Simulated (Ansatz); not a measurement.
A short molecular-dynamics run on C₃H₁₁BSe.

```yaml
crystal:
  periodic: [false, false, false]
  atoms:
    - {symbol: C, position_ang: [-0.809107, 0.467391, -1.250683]}
    - {symbol: B, position_ang: [0.238946, -0.239611, -0.309593]}
    - {symbol: C, position_ang: [1.677114, 0.383980, -0.148284]}
    - {symbol: C, position_ang: [-0.016398, -1.723805, 0.154280]}
    - {symbol: Se, position_ang: [-0.813535, 0.978190, 2.284411]}
    - {symbol: H, position_ang: [-0.738190, 1.557922, -1.261459]}
    - {symbol: H, position_ang: [-0.581793, 0.137857, -2.275877]}
    - {symbol: H, position_ang: [-1.846362, 0.178359, -1.063702]}
    - {symbol: H, position_ang: [2.212132, 0.046609, 0.742825]}
    - {symbol: H, position_ang: [1.698890, 1.476151, -0.186333]}
    - {symbol: H, position_ang: [2.269579, 0.038270, -1.008741]}
    - {symbol: H, position_ang: [-1.070111, -1.970176, 0.308393]}
    - {symbol: H, position_ang: [0.331250, -2.374234, -0.662417]}
    - {symbol: H, position_ang: [0.552771, -2.018607, 1.039306]}
    - {symbol: H, position_ang: [-0.910513, 2.330998, 1.725337]}
    - {symbol: H, position_ang: [-2.217772, 0.708106, 1.956937]}
basis:
  gaussian: {orbitals: "6-31G*"}
hamiltonian: {xc: {name: revPBE}}
md: {timestep: 1 fs, n_steps: 20, ensemble: nvt_langevin, temperature: 300, initial_velocities: maxwell_boltzmann, friction: 0.01, seed: 678}
```

```sh
$ ansatz run in.yaml --threads 4 --pin off --events-out ev --progress --plain --max-ram 11315MiB
```

```
step  time (fs)  potential energy (eV)  kinetic (eV)  T (K)  conserved (eV)
   0        0.0            -69301.9347        0.5817    281               –
   1        1.0            -69301.9105        0.5965    288               –
   2        2.0            -69301.8510        0.5628    272               –
   3        3.0            -69301.7996        0.5329    258               –
   4        4.0            -69301.7599        0.5168    250               –
   5        5.0            -69301.7161        0.4772    231               –
   6        6.0            -69301.6630        0.4182    202               –
   7        7.0            -69301.6111        0.3711    179               –
   8        8.0            -69301.5834        0.3265    158               –
   9        9.0            -69301.6019        0.3611    175               –
  10       10.0            -69301.6497        0.4169    202               –
  11       11.0            -69301.6887        0.4783    231               –
  12       12.0            -69301.7055        0.4942    239               –
  13       13.0            -69301.7169        0.5200    251               –
  14       14.0            -69301.7330        0.5268    255               –
  15       15.0            -69301.7360        0.5344    258               –
  16       16.0            -69301.7142        0.5023    243               –
  17       17.0            -69301.6921        0.5201    251               –
  18       18.0            -69301.6909        0.5111    247               –
  19       19.0            -69301.7089        0.5534    268               –
  20       20.0            -69301.7337        0.6009    291               –
```

Velocities are drawn at the set temperature; a run this short doesn't reach equilibrium.

Frames (Å, forces in eV/Å):

```xyz
16
time=0.0 fs
C    -0.809    0.467   -1.251   -0.035    0.020   -0.054
B     0.239   -0.240   -0.310   -0.053    0.066    0.163
C     1.677    0.384   -0.148    0.066    0.014   -0.015
C    -0.016   -1.724    0.154   -0.001   -0.068   -0.003
Se   -0.814    0.978    2.284    0.462   -0.312    0.422
H    -0.738    1.558   -1.261   -0.002    0.400   -0.037
H    -0.582    0.138   -2.276    0.046   -0.089   -0.364
H    -1.846    0.178   -1.064   -0.391   -0.085    0.033
H     2.212    0.047    0.743    0.223   -0.103    0.312
H     1.699    1.476   -0.186    0.049    0.397   -0.013
H     2.270    0.038   -1.009    0.238   -0.097   -0.283
H    -1.070   -1.970    0.308   -0.374   -0.129    0.062
H     0.331   -2.374   -0.662    0.108   -0.259   -0.260
H     0.553   -2.019    1.039    0.193   -0.141    0.317
H    -0.911    2.331    1.725   -0.069    0.435   -0.174
H    -2.218    0.708    1.957   -0.459   -0.050   -0.105
16
time=2.0 fs
C    -0.813    0.472   -1.262   -0.801    0.357    1.361
B     0.218   -0.243   -0.320    1.040    0.545    0.360
C     1.703    0.380   -0.154   -0.671    0.551    0.141
C    -0.023   -1.702    0.149   -0.020   -1.401    0.818
Se   -0.813    0.975    2.288   -0.123   -0.665    0.348
H    -0.739    1.562   -1.226    0.036    0.372   -0.143
H    -0.550    0.158   -2.245    0.186   -0.366   -1.583
H    -1.869    0.191   -1.067    0.155   -0.034   -0.193
H     2.246    0.075    0.748    0.012   -0.144    0.280
H     1.681    1.492   -0.181    0.145   -0.202   -0.061
H     2.332    0.056   -0.988    0.227   -0.114   -0.496
H    -1.075   -1.988    0.306   -0.232    0.070    0.054
H     0.305   -2.382   -0.659    0.165   -0.052   -0.265
H     0.549   -2.058    1.048   -0.187    0.347   -0.403
H    -0.975    2.313    1.750    0.017    0.837   -0.284
H    -2.249    0.723    1.974    0.052   -0.098    0.067
16
time=4.0 fs
C    -0.818    0.478   -1.271   -0.666    0.465    0.907
B     0.204   -0.245   -0.326    1.691    0.874    0.317
C     1.728    0.376   -0.159   -0.775    0.687    0.345
C    -0.030   -1.685    0.145   -0.276   -2.463    1.001
Se   -0.812    0.970    2.293   -0.676   -0.179    0.010
H    -0.735    1.577   -1.193    0.003   -0.009   -0.283
H    -0.507    0.171   -2.267   -0.121   -0.043   -0.835
H    -1.885    0.201   -1.081    0.421   -0.021   -0.351
H     2.278    0.097    0.767   -0.323   -0.111   -0.103
H     1.664    1.500   -0.164    0.269   -0.533   -0.151
H     2.400    0.074   -0.980   -0.075    0.008   -0.288
H    -1.081   -2.007    0.306   -0.062    0.285    0.008
H     0.282   -2.385   -0.669    0.167    0.233   -0.068
H     0.537   -2.076    1.046   -0.211    0.555   -0.620
H    -1.045    2.327    1.768    0.194    0.429   -0.074
H    -2.278    0.737    1.996    0.439   -0.177    0.185
16
time=6.0 fs
C    -0.824    0.485   -1.279    0.310    0.316   -0.322
B     0.196   -0.243   -0.332    2.024    0.936    0.190
C     1.752    0.372   -0.162   -0.884    0.688    0.007
C    -0.038   -1.676    0.146   -0.937   -2.595    0.392
Se   -0.812    0.964    2.297   -0.843    0.573   -0.266
H    -0.731    1.587   -1.173   -0.043   -0.145   -0.371
H    -0.468    0.184   -2.318   -0.616    0.378    0.584
H    -1.880    0.209   -1.102    0.091   -0.118   -0.361
H     2.294    0.114    0.771   -0.310   -0.246   -0.009
H     1.663    1.497   -0.144    0.325   -0.533   -0.247
H     2.464    0.093   -0.979   -0.471    0.121    0.039
H    -1.095   -2.016    0.301    0.143    0.447    0.001
H     0.260   -2.380   -0.678    0.204    0.353    0.029
H     0.513   -2.067    1.024    0.195    0.324   -0.044
H    -1.115    2.353    1.789    0.416   -0.210    0.189
H    -2.281    0.737    2.024    0.394   -0.290    0.188
16
time=8.0 fs
C    -0.829    0.494   -1.287    1.004    0.097   -0.716
B     0.196   -0.237   -0.337    2.057    0.761    0.091
C     1.775    0.369   -0.163   -1.180    0.225   -0.271
C    -0.047   -1.673    0.149   -1.255   -1.978   -0.406
Se   -0.812    0.958    2.301   -0.668    1.135   -0.362
H    -0.727    1.587   -1.161   -0.072    0.060   -0.396
H    -0.455    0.205   -2.345   -0.748    0.491    1.037
H    -1.876    0.218   -1.133   -0.252   -0.209   -0.265
H     2.297    0.122    0.772   -0.137   -0.417    0.211
H     1.672    1.469   -0.131    0.262    0.184   -0.265
H     2.503    0.121   -0.979   -0.564    0.044    0.118
H    -1.103   -2.006    0.298    0.066    0.400    0.032
H     0.250   -2.363   -0.685    0.203    0.304    0.031
H     0.498   -2.049    1.002    0.640   -0.038    0.693
H    -1.169    2.377    1.817    0.572   -0.673    0.345
H    -2.266    0.722    2.054    0.073   -0.385    0.122
16
time=10.0 fs
C    -0.832    0.503   -1.298    0.976    0.379    0.077
B     0.201   -0.230   -0.342    1.880    0.456    0.112
C     1.794    0.364   -0.168   -1.527    0.073    0.091
C    -0.060   -1.677    0.152   -0.748   -1.119   -0.334
Se   -0.813    0.952    2.305   -0.252    1.155   -0.234
H    -0.733    1.597   -1.163   -0.102    0.011   -0.350
H    -0.470    0.243   -2.325   -0.371    0.233    0.145
H    -1.879    0.224   -1.172   -0.349   -0.234   -0.112
H     2.300    0.111    0.779   -0.132   -0.421    0.075
H     1.692    1.452   -0.126    0.167    0.580   -0.179
H     2.520    0.155   -0.975   -0.272   -0.199   -0.183
H    -1.112   -1.976    0.303   -0.179    0.177    0.069
H     0.248   -2.338   -0.691    0.173    0.052   -0.088
H     0.503   -2.041    1.003    0.496   -0.065    0.573
H    -1.196    2.375    1.864    0.554   -0.634    0.297
H    -2.248    0.693    2.090   -0.314   -0.443    0.039
16
time=12.0 fs
C    -0.832    0.514   -1.308    0.322    0.797    1.348
B     0.213   -0.220   -0.349    1.489    0.081    0.188
C     1.808    0.358   -0.170   -1.718    0.468    0.333
C    -0.075   -1.686    0.151    0.274   -0.315    0.215
Se   -0.813    0.946    2.308    0.001    0.650   -0.025
H    -0.749    1.618   -1.186   -0.120   -0.210   -0.214
H    -0.493    0.289   -2.301    0.185   -0.174   -1.265
H    -1.890    0.226   -1.206   -0.013   -0.142   -0.002
H     2.296    0.087    0.786   -0.105   -0.342   -0.159
H     1.720    1.455   -0.129    0.080    0.333   -0.016
H     2.525    0.195   -0.984   -0.031   -0.448   -0.332
H    -1.125   -1.945    0.314   -0.368   -0.047    0.060
H     0.255   -2.312   -0.701    0.068   -0.198   -0.144
H     0.521   -2.038    1.018   -0.062    0.117   -0.116
H    -1.201    2.351    1.926    0.366   -0.174    0.123
H    -2.243    0.652    2.129   -0.368   -0.397    0.005
16
time=14.0 fs
C    -0.831    0.528   -1.316    0.213    0.681    0.975
B     0.232   -0.206   -0.357    0.902   -0.323    0.157
C     1.816    0.353   -0.173   -1.519    0.749    0.196
C    -0.089   -1.695    0.151    0.777    0.301    0.162
Se   -0.814    0.940    2.311    0.062   -0.329    0.202
H    -0.771    1.638   -1.212   -0.108   -0.271   -0.061
H    -0.509    0.334   -2.331    0.183   -0.208   -0.950
H    -1.896    0.224   -1.232    0.299   -0.055    0.081
H     2.290    0.057    0.789   -0.058   -0.215   -0.366
H     1.744    1.462   -0.140    0.027    0.053    0.149
H     2.526    0.218   -1.006   -0.093   -0.572   -0.118
H    -1.151   -1.920    0.335   -0.039   -0.132   -0.078
H     0.270   -2.295   -0.721   -0.213   -0.187    0.160
H     0.537   -2.023    1.024   -0.376    0.096   -0.412
H    -1.192    2.317    1.994    0.034    0.645   -0.102
H    -2.250    0.599    2.163   -0.091   -0.233    0.005
16
time=16.0 fs
C    -0.827    0.546   -1.321    0.498    0.112   -0.563
B     0.254   -0.191   -0.363    0.198   -0.657    0.038
C     1.817    0.351   -0.174   -1.051    0.812   -0.378
C    -0.099   -1.700    0.151    0.425    0.824   -0.075
Se   -0.814    0.933    2.314   -0.029   -1.002    0.293
H    -0.790    1.650   -1.228   -0.059   -0.038    0.038
H    -0.515    0.369   -2.398   -0.150   -0.010    0.611
H    -1.896    0.228   -1.256    0.493   -0.019    0.160
H     2.283    0.023    0.774    0.080   -0.168   -0.255
H     1.771    1.464   -0.141   -0.006   -0.049    0.238
H     2.524    0.219   -1.033   -0.384   -0.546    0.307
H    -1.185   -1.900    0.358    0.680   -0.084   -0.298
H     0.275   -2.285   -0.730   -0.412   -0.221    0.270
H     0.537   -2.010    1.012   -0.321   -0.045   -0.202
H    -1.181    2.303    2.054   -0.234    1.077   -0.185
H    -2.258    0.536    2.199    0.273    0.013    0.001
16
time=18.0 fs
C    -0.823    0.566   -1.327    0.951   -0.211   -1.305
B     0.280   -0.178   -0.368   -0.636   -0.802   -0.126
C     1.814    0.353   -0.176   -0.693    0.418   -0.420
C    -0.109   -1.697    0.150    0.161    1.328   -0.074
Se   -0.814    0.926    2.317   -0.141   -0.641    0.215
H    -0.805    1.667   -1.243   -0.051    0.083    0.109
H    -0.523    0.400   -2.444   -0.228    0.060    1.381
H    -1.879    0.224   -1.275    0.313   -0.030    0.254
H     2.279   -0.013    0.756    0.152   -0.145   -0.152
H     1.795    1.454   -0.124   -0.025    0.289    0.227
H     2.507    0.204   -1.044   -0.364   -0.466    0.311
H    -1.200   -1.883    0.382    0.896   -0.032   -0.444
H     0.262   -2.283   -0.715   -0.396   -0.432   -0.055
H     0.527   -2.003    0.996   -0.091   -0.157    0.179
H    -1.182    2.326    2.104   -0.237    0.528   -0.077
H    -2.253    0.475    2.229    0.391    0.208   -0.023
16
time=20.0 fs
C    -0.818    0.587   -1.334    1.243   -0.312   -0.909
B     0.302   -0.167   -0.369   -1.408   -0.780   -0.352
C     1.810    0.357   -0.179   -0.620    0.130    0.074
C    -0.118   -1.690    0.148    0.685    1.518   -0.102
Se   -0.814    0.917    2.320   -0.236    0.113    0.133
H    -0.827    1.687   -1.251   -0.042    0.077    0.167
H    -0.541    0.427   -2.440    0.004    0.012    0.994
H    -1.850    0.210   -1.285   -0.074   -0.062    0.352
H     2.284   -0.057    0.724    0.144   -0.065    0.008
H     1.810    1.450   -0.099    0.058    0.398    0.143
H     2.475    0.167   -1.037   -0.030   -0.319   -0.193
H    -1.186   -1.865    0.400    0.306   -0.038   -0.380
H     0.229   -2.302   -0.700   -0.320   -0.465   -0.218
H     0.515   -1.996    0.990    0.035   -0.189    0.295
H    -1.187    2.367    2.153   -0.131   -0.372    0.037
H    -2.242    0.419    2.264    0.385    0.354   -0.048
```

Run time 22 s (4 threads of an Intel Xeon Platinum 8488C on a shared host); peak host memory 0.19 GiB.
